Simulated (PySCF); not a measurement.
## Structure elucidation problem

The spectra below were simulated for a compound C$_{6}$H$_{16}$P$_{2}$.

1H NMR (600 MHz, computed): δ 2.53 (m, 2H), 1.51 (m, 3H), 1.09 (m, 9H), 0.23 (m, 2H).

13C{1H} NMR (computed): δ 42.3 (C), 25.9 (CH3, 3C), 13.7 (CH3), 6.5 (CH2).

Level of theory: GFN2-xTB structure, shieldings: GIAO PBE0/pcSseg-1, in PySCF 2.14 (averaged over atoms made equivalent by symmetry, fast rotation or ring inversion, gas phase, one computed conformer, non-relativistic Hamiltonian).

References, each an isolated molecule treated in the same way: TMS for 1H and 13C.

Which of these isomers gave the spectra?
A. CP(C)CCP(C)C
B. C=[P@](C)(P)C(C)(C)C
C. CC(C)P(P)C(C)C

## Answers

B. 

4 carbon signals for 6 carbons: some carbons are equivalent by symmetry or fast rotation. Carbon types of the structure: 1 × C, 1 × CH2, 4 × CH3, leaving 2 H on heteroatoms. δC 25.9: methyl carbon; aliphatic region, no heteroatom directly attached. δC 13.7: methyl carbon bonded to P. δC 6.5: carbon double-bonded to a heavier main-group atom. δH 2.53: hydrogen on a phosphorus bonded to P. δH 1.51: hydrogen on a methyl carbon bonded to P.

The others: CP(C)CCP(C)C would give 2 carbon signals, not 4; CC(C)P(P)C(C)C would give 2 carbon signals, not 4.

Splittings by 31P in the carbon and heteronuclear signals aren't shown, as no couplings were computed. Shifts are as computed. Against solution values, carbons near 30 ppm lie about +3 ppm off and those near 130 ppm about +5 ppm. Of 1211 compounds with measured shifts, 218 miss one by over three times the rms of a fit or turn the order of signals round; such compounds aren't used in these exercises. No couplings were computed; multiplicities are counted from neighbouring protons, with m where these are inequivalent, close in shift, in a saturated or five-membered ring or joined by F or P, and br s for small geminal =CH2 splittings.
